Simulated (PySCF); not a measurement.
Input of a run (PBE0-D3(BJ)/def2-SVP geometry optimisation, gas phase (PySCF 2.14.0)), started from GFN2-xTB:
```
{"job": {"xc": "PBE0", "basis": "def2-SVP", "d3": "d3bj", "grid": 1, "shake": 0.01, "kind": "geom"}, "charge": 0, "multiplicity": 1}
N      2.067940     1.000060     0.641830
C      2.007480    -0.323550     0.072850
Si     0.205570    -0.831920    -0.313260
O     -0.618250    -1.099020     1.047730
C     -1.900320    -0.480680     0.961000
C     -1.795170     0.670360    -0.064180
O     -0.683230     0.398950    -0.888450
H      1.700290     1.695070    -0.042650
H      2.997530     1.302090     0.882340
H      2.619390    -0.432100    -0.824010
H      2.425160    -1.004700     0.822300
H      0.131440    -1.957840    -1.223460
H     -2.670620    -1.199140     0.639690
H     -2.183240    -0.097130     1.968050
H     -2.696030     0.717730    -0.677400
H     -1.626990     1.639440     0.444550
```

Output (energies in Eh, forces in Eh/bohr):
```
step   0  E = -613.66569818  max force = 0.052730
step   1  E = -613.67422340  max force = 0.004781
step   2  E = -613.67465405  max force = 0.002440
step   3  E = -613.67496054  max force = 0.001774
step   4  E = -613.67529223  max force = 0.003699
step   5  E = -613.67550891  max force = 0.003351
step   6  E = -613.67566253  max force = 0.001181
step   7  E = -613.67572208  max force = 0.000704
step   8  E = -613.67575389  max force = 0.000911
step   9  E = -613.67576998  max force = 0.000674
step  10  E = -613.67577476  max force = 0.000280
optimisation converged
```

Task: Summarise the run.

Result: The energy falls by 6.3 kcal/mol over 11 energy and gradient evaluations, the largest force component goes from 0.0527 to 2.8e-04 Eh/bohr, and the atoms move by 0.267 Å rms after alignment. The bond that changes most is Si3–O4 (oxygen-bound silicon to silyl ether oxygen), which lengthens by 0.062 Å. Bonds longer at the end by more than 0.005 Å: 9 of 16; shorter: 5. Among the angles that change most is N1–C2–Si3, from 111.3° to 107.5°. Among the dihedrals that turn most is H15–C6–O7–Si3, from -130° to -152°. The energy never rose by more than 1e-6 Eh on the way. The first step brought 85 % of the lowering.

Task: What are the final bond lengths?

Result: N1–C2 1.453 Å, C2–Si3 1.874 Å, Si3–O4 1.675 Å, O4–C5 1.415 Å, C5–C6 1.534 Å, C6–O7 1.418 Å, Si3–O7 1.682 Å, N1–H8 1.018 Å, N1–H9 1.017 Å, C2–H10 1.112 Å, C2–H11 1.105 Å, Si3–H12 1.489 Å, C5–H13 1.106 Å, C5–H14 1.102 Å, C6–H15 1.102 Å, C6–H16 1.105 Å. Numbering counts from 1 in the input's order; the species is `NC[SiH]1OCCO1`.

The run used 147 basis functions and 71 SCF cycles in all. Time: 54 s; peak memory 0.59 GiB. Hardware: AMD EPYC 9B45, one thread, shared host with 96 logical CPUs at a one-minute load of 13.

No frequency check. The numbers are those of one conformer.
